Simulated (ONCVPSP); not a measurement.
# PBE ONCV dataset for niobium (Nb), scalar-relativistic all-electron reference.

Input for ONCVPSP 4.0.1:

```
# ATOM AND REFERENCE CONFIGURATION
# atsym  z   nc   nv     iexc    psfile
  Nb 41.00    6    4        4      upf
#
#   n    l    f
    1    0    2.00
    2    0    2.00
    2    1    6.00
    3    0    2.00
    3    1    6.00
    3    2   10.00
    4    0    2.00
    4    1    6.00
    4    2    4.00
    5    0    1.00
#
# PSEUDOPOTENTIAL AND OPTIMIZATION
# lmax
    2
#
#   l,   rc,      ep,       ncon, nbas, qcut
    0    1.60    0.00    4    8    6.80
    1    1.45    0.00    3    8    6.90
    2    2.00    0.00    5    9    7.60
#
# LOCAL POTENTIAL
# lloc, lpopt,  rc(5),   dvloc0
    4    5    1.25   -1.00
#
# VANDERBILT-KLEINMAN-BYLANDER PROJECTORs
# l, nproj, debl
    0    2    2.10
    1    1    2.50
    2    3    2.20
#
# MODEL CORE CHARGE
# icmod, fcfact, rcfact
    3    2.00    1.60
#
# LOG DERIVATIVE ANALYSIS
# epsh1, epsh2, depsh
   -4.00    5.00    0.02
#
# OUTPUT GRID
# rlmax, drl
    6.00    0.01
#
# TEST CONFIGURATIONS
# ncnf
    4
# nvcnf
#   n    l    f
    4
    4    0    2.00
    4    1    6.00
    4    2    4.00
    5    0    0.00
#
    4
    4    0    2.00
    4    1    6.00
    4    2    3.00
    5    0    0.00
#
    4
    4    0    2.00
    4    1    6.00
    4    2    2.00
    5    0    0.00
#
    4
    4    0    2.00
    4    1    6.00
    4    2    4.50
    5    0    0.50
#
```

Command:

```bash
oncvpsp.x < Nb.dat > Nb.out
```

The program printed (shortened: citation, most of the input echo, consistency checks and plot data are left out):

```
ONCVPSP  (Optimized Norm-Conservinng Vanderbilt PSeudopotential)
scalar-relativistic version 4.0.1

#   n    l    f        energy (Ha)
    1    0    2.00    -6.9120290E+02
    2    0    2.00    -9.6681772E+01
    2    1    6.00    -8.6326918E+01
    3    0    2.00    -1.6131227E+01
    3    1    6.00    -1.2746200E+01
    3    2   10.00    -7.2135589E+00
    4    0    2.00    -2.1459372E+00
    4    1    6.00    -1.2686276E+00
    4    2    4.00    -1.1173118E-01
    5    0    1.00    -1.4633998E-01

Reference configufation results
  iterations    23
  all-electron total energy (Ha)   -3.81961209D+03

Begin loop to  construct optimized pseudo wave functions
and semi-local pseudopoentials for all angular momenta

Calculating optimized projector #   1

 for l=   0

    Fraction of norm inside rc  0.865768
    Optimizing pswf for qcut=   6.81 a_B^-1,  ecut=  23.16 Ha
    Residual kinetic energy error=  4.64D-05 Ha

    Energy error per electron        Cutoff
         Ha          eV             Ha
         0.01000     0.27211       14.56
         0.00100     0.02721       18.59
         0.00010     0.00272       22.22
         0.00001     0.00027       59.43

Calculating optimized projector #   2

 for l=   0

    Fraction of norm inside rc  0.037124
    Optimizing pswf for qcut=   6.81 a_B^-1,  ecut=  23.16 Ha
    Residual kinetic energy error=  1.59D-05 Ha

    Energy error per electron        Cutoff
         Ha          eV             Ha
         0.01000     0.27211       10.41
         0.00100     0.02721       16.25
         0.00010     0.00272       20.32
         0.00001     0.00027       24.29

Calculating optimized projector #   1

 for l=   1

    Fraction of norm inside rc  0.670034
    Optimizing pswf for qcut=   6.91 a_B^-1,  ecut=  23.89 Ha
    Residual kinetic energy error=  9.97D-05 Ha

    Energy error per electron        Cutoff
         Ha          eV             Ha
         0.01000     0.27211        8.06
         0.00100     0.02721       18.25
         0.00010     0.00272       24.08
         0.00001     0.00027      109.31

   Wellstate for l =  2  n =  6
     eigenvalue =   2.0883
     asymptotic potential =   2.5883
     half-point radius =  3.9355

   Wellstate for l =  2  n =  7
     eigenvalue =   4.2883
     asymptotic potential =   4.7883
     half-point radius =  3.6820

Calculating optimized projector #   1

 for l=   2

    Fraction of norm inside rc  0.522128
    Optimizing pswf for qcut=   7.59 a_B^-1,  ecut=  28.81 Ha
    Residual kinetic energy error=  1.76D-07 Ha

    Energy error per electron        Cutoff
         Ha          eV             Ha
         0.01000     0.27211       12.54
         0.00100     0.02721       17.17
         0.00010     0.00272       21.20
         0.00001     0.00027       24.41

Calculating optimized projector #   2

 for l=   2

    Fraction of norm inside rc  0.134425
    Optimizing pswf for qcut=   7.59 a_B^-1,  ecut=  28.81 Ha
    Residual kinetic energy error=  3.54D-06 Ha

    Energy error per electron        Cutoff
         Ha          eV             Ha
         0.01000     0.27211       14.57
         0.00100     0.02721       19.42
         0.00010     0.00272       23.65
         0.00001     0.00027       27.18

Calculating optimized projector #   3

 for l=   2

    Fraction of norm inside rc  0.152111
    Optimizing pswf for qcut=   7.59 a_B^-1,  ecut=  28.81 Ha
    Residual kinetic energy error=  2.48D-05 Ha

    Energy error per electron        Cutoff
         Ha          eV             Ha
         0.01000     0.27211       17.47
         0.00100     0.02721       22.18
         0.00010     0.00272       26.32
         0.00001     0.00027       31.27

Construct Vanderbilt / Kleinmman-Bylander projectors

B matrix Hermiticity error, ll=   0
   1   2    1.5875E-04

  Orthonormal projector coefficients  1.1857E+01  1.7360E+00

B matrix Hermiticity error, ll=   2
   1   2   -1.4474E-04
   1   3    1.9150E-04
   2   3    1.4582E-04

  Orthonormal projector coefficients  3.8964E+00  1.1240E+00  2.1738E-01

Model core correction analysis
  based on d2Exc/dn_idn_j

d2excae - all-electron derivatives

   -3.405386D-02   -2.996048D-02   -1.363743D-02   -1.823545D-03
   -2.996070D-02   -2.822247D-02   -1.556319D-02   -2.385476D-03
   -1.363758D-02   -1.556326D-02   -1.779937D-02   -1.261313D-02
   -1.823287D-03   -2.384752D-03   -1.260954D-02   -2.752919D-02

d2excps - pseudofunction derivatives with no core correction

   -3.921171D-02   -3.329884D-02   -1.456735D-02   -2.336809D-03
   -3.329962D-02   -3.044346D-02   -1.624458D-02   -2.731874D-03
   -1.456768D-02   -1.624468D-02   -1.802166D-02   -1.270302D-02
   -2.336623D-03   -2.731183D-03   -1.269942D-02   -2.757265D-02

rms 2nd derivative error    1.892784E-03

rmatch, rhocmatch    0.7948    9.2853

Teter function model core charge with specified parameters

d2excps - pseudofunction derivatives with core correction

   -3.144995D-02   -2.801530D-02   -1.325650D-02   -1.764833D-03
   -2.801542D-02   -2.669484D-02   -1.526850D-02   -2.356304D-03
   -1.325658D-02   -1.526852D-02   -1.775158D-02   -1.261168D-02
   -1.764565D-03   -2.355577D-03   -1.260808D-02   -2.752562D-02

rms 2nd derivative error    1.035517E-03

Pseudoatom total energy  -57.119081

Diagnostic tests using Vanderbilt-Kleinman-Bylander pseudopotentials
  1 or more projectors used as specified by nproj input data

   l    rcore       rmatch      e in        delta e   norm test  slope test

   0   1.6003249   1.6489142  -2.1459372  -0.0000031   1.0001276   1.0001319
   0   1.6003249   1.6489142  -0.1463400   0.0000034   1.0000489   1.0000434

   1   1.4542547   1.4984090  -1.2686276   0.0000500   0.9999975   1.0000851

   2   2.0087756   2.0697664  -0.1117312   0.0000038   1.0000557   1.0000831
   2   2.0087756   2.0697664   2.0882688   0.0000375   1.0002022   1.0002022
   2   2.0087756   2.0697664   4.2882688   0.0000980   1.0002908   1.0002908

 Testing for bound ghosts
   n   l    E NL Schr. Eq   E Basis Diag.   E Cutoff

   1   0       -2.145940       -2.145935    102.85
   2   0       -0.146337       -0.027274    102.85

   2   1       -1.268578       -1.268237    105.09

   3   2       -0.111727       -0.106018    137.23

 Testing for highly-localized positive-energy ghosts
       l    <radius>/rc     E Basis Diag.   E Cutoff

       0        0.538432        6.515210    102.85  WARNING - GHOST(+)

Test configuration 0

   n   l     f        eae           eps        diff
   1   0  2.0000 -691.20290143
   2   0  2.0000  -96.68177154
   2   1  6.0000  -86.32691751
   3   0  2.0000  -16.13122659
   3   1  6.0000  -12.74619995
   3   2 10.0000   -7.21355889
   4   0  2.0000   -2.14593718   -2.14594027   -3.10D-06
   4   1  6.0000   -1.26862757   -1.26857761    5.00D-05
   4   2  4.0000   -0.11173118   -0.11172741    3.77D-06
   5   0  1.0000   -0.14633998   -0.14633661    3.37D-06

    Total energies and differences
      AE_ref= -3.81961209D+03  AE_tst= -3.81961209D+03  dif=  0.00D+00
      PS_ref= -5.71190806D+01  PS_tst= -5.71190806D+01  dif=  1.42D-13
      PSP excitation error= -1.42D-13

Test configuration 1

   n   l     f        eae           eps        diff
   1   0  2.0000 -691.43928562
   2   0  2.0000  -96.91438472
   2   1  6.0000  -86.55977926
   3   0  2.0000  -16.36471742
   3   1  6.0000  -12.97966768
   3   2 10.0000   -7.44673710
   4   0  2.0000   -2.38164956   -2.38214077   -4.91D-04
   4   1  6.0000   -1.50567377   -1.50584518   -1.71D-04
   4   2  4.0000   -0.34208150   -0.34205418    2.73D-05

    Total energies and differences
      AE_ref= -3.81961209D+03  AE_tst= -3.81936817D+03  dif=  2.44D-01
      PS_ref= -5.71190806D+01  PS_tst= -5.68750871D+01  dif=  2.44D-01
      PSP excitation error= -7.16D-05

Test configuration 2

   n   l     f        eae           eps        diff
   1   0  2.0000 -691.85416461
   2   0  2.0000  -97.33380226
   2   1  6.0000  -86.97885088
   3   0  2.0000  -16.78199945
   3   1  6.0000  -13.39694346
   3   2 10.0000   -7.86443472
   4   0  2.0000   -2.78903468   -2.78887928    1.55D-04
   4   1  6.0000   -1.90630911   -1.90612610    1.83D-04
   4   2  3.0000   -0.70189529   -0.70184269    5.26D-05

    Total energies and differences
      AE_ref= -3.81961209D+03  AE_tst= -3.81885220D+03  dif=  7.60D-01
      PS_ref= -5.71190806D+01  PS_tst= -5.63591636D+01  dif=  7.60D-01
      PSP excitation error= -2.52D-05

Test configuration 3

psatom: WARNING lschvkbb convergence error n,l,iter=   3   2   5
ea(ii),et,emin,emax -1.348050E-01 -1.482855E-01 -1.482855E-01 -1.482855E-01
run_config: WARNING for fully non-local PS atom, stg. 1
 WARNING no output for configuration 4

Test configuration 4

   n   l     f        eae           eps        diff
   1   0  2.0000 -691.16746403
   2   0  2.0000  -96.64346602
   2   1  6.0000  -86.28882552
   3   0  2.0000  -16.09335444
   3   1  6.0000  -12.70831115
   3   2 10.0000   -7.17546024
   4   0  2.0000   -2.10978857   -2.11018460   -3.96D-04
   4   1  6.0000   -1.23446321   -1.23460070   -1.37D-04
   4   2  4.5000   -0.08868209   -0.08866104    2.10D-05
   5   0  0.5000   -0.13582670   -0.13585659   -2.99D-05

    Total energies and differences
      AE_ref= -3.81961209D+03  AE_tst= -3.81959158D+03  dif=  2.05D-02
      PS_ref= -5.71190806D+01  PS_tst= -5.70985216D+01  dif=  2.06D-02
      PSP excitation error= -4.78D-05
```

The run took about 4.8 s on one core of a shared server CPU.
